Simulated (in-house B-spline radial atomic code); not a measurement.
Values are calculated unless marked as measured or tabulated.
**C6 from the polarisability at imaginary frequency: Be III (Be2+)**

B97-1 linear response of the closed shell 1s2, from a B-spline radial code for spherical atoms; scalar-relativistic (spin-free one-electron X2C), finite nucleus, no spin-orbit coupling.

The dispersion coefficient of two like species is C6 = (3/π) ∫ α(iu)² du from 0 to ∞.

```json
{"u (hartree)": "0", "α(iu) (bohr³)": "0.05412"}
{"u (hartree)": "0.156", "α(iu) (bohr³)": "0.05407"}
{"u (hartree)": "0.364", "α(iu) (bohr³)": "0.05384"}
{"u (hartree)": "0.624", "α(iu) (bohr³)": "0.05331"}
{"u (hartree)": "1.04", "α(iu) (bohr³)": "0.05193"}
{"u (hartree)": "1.56", "α(iu) (bohr³)": "0.04945"}
{"u (hartree)": "2.34", "α(iu) (bohr³)": "0.04475"}
{"u (hartree)": "3.64", "α(iu) (bohr³)": "0.03628"}
{"u (hartree)": "5.2", "α(iu) (bohr³)": "0.02752"}
{"u (hartree)": "7.79", "α(iu) (bohr³)": "0.01772"}
{"u (hartree)": "13", "α(iu) (bohr³)": "0.008564"}
{"u (hartree)": "26", "α(iu) (bohr³)": "0.002617"}
```

Question: Fit one oscillator, α(iu) = α(0)/(1 + u²/ω²), through u = 5.2 and estimate C6.

Answer: From α(0)/α(iu) − 1 = 0.05412/0.02752 − 1 = 0.9666, ω = u/√0.9666 = 5.2892 hartree (143.9 eV). London's formula gives C6 = (3/4) α(0)² ω = 0.75 × 0.05412² × 5.2892 = 0.01162 hartree·bohr⁶, and the oscillator holds f = α(0) ω² = 1.51 electrons, of a sum of oscillator strengths of 2.0.

Question: How does that compare with the full integral?

Answer: The program's quadrature over all excitations gives C6 = 0.01173, so the single oscillator is off by -0.9 %. At the last point the fit gives α = 0.00215 against 0.00262: higher excitations, and deeper shells where there are any, keep the true curve higher at large u.
